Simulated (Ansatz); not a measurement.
System: sum formula HBOCl (charge 0, doublet). It need not be the lowest isomer of its formula. 
Structure (B3LYP-D3(BJ)/def2-TZVP (Ansatz, an electronic-structure program) minimum search):
```
B
O 1 1.3290
H 2 0.9702 1 116.62
Cl 1 1.7626 2 125.73 3 0.00
```
Charge 0, spin multiplicity 2.

Total electronic energies in hartree. Cores are frozen in the correlated levels unless marked. Open shells are spin-unrestricted. Spin-orbit coupling is left out. Non-relativistic. Basis-set limits of correlation are two-point, X^-3; Hartree-Fock from the larger set (for Q and 5 zeta extrapolated as (X+1)exp(-9√X)).

| level | program | energy (Eh) |
|---|---|---|
| HF/STO-3G | Ansatz | -553.39177 |
| HF/6-31G* | Ansatz | -559.63943 |
| RI-HF/cc-pV(T+d)Z | Ansatz | -559.72440 |
| PBE-D4/def2-TZVPD | Ansatz + dftd4 | -560.64526 |
| PBE0-D3(BJ)/def2-TZVP | Ansatz + dftd3 | -560.68329 |
| RPA@PBE/cc-pV(T+d)Z | Ansatz | -560.50076 |
| SCS-MP2/cc-pVTZ | Ansatz | -560.21119 |
| CCSD/cc-pVTZ | Ansatz | -560.24452 |
| CCSD/cc-pV(Q+d)Z | Ansatz | -560.29738 |
| CCSD(T)/STO-3G | Ansatz | -553.48913 |
| CCSD(T)/6-31G | Ansatz | -559.79000 |
| CCSD(T)/6-31G* | Ansatz | -560.03580 |
| CCSD(T)/cc-pVTZ | Ansatz | -560.26560 |
| CCSD(T)/cc-pV(Q+d)Z | Ansatz | -560.32196 |
| CCSD(T)/CBS(cc-pV(Q+d)Z,cc-pV(5+d)Z) | Ansatz | -560.3544 |

Totals of different functionals don't rank their quality; only differences between species are comparable.
